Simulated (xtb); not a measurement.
Input file for xtb: GFN2-xTB on CH3ISn (SMILES [CH3][Sn][I]), a point of a torsion scan.

```
$ xtb mol.xyz --gfn 2 --sp --chrg 0 --uhf 0
6

C     -0.75307966    -0.01765678    -0.01314848
Sn     1.02655205     1.38154040    -0.01571163
I      2.93678847    -0.54054886    -0.18721818
H     -0.90298921    -0.44375056     0.98320441
H     -1.68631794     0.48280773    -0.28206846
H     -0.62674309    -0.85729821    -0.69952066
```

### Question
What total energy does the run end on?

### Answer
-9.6647 hartree.
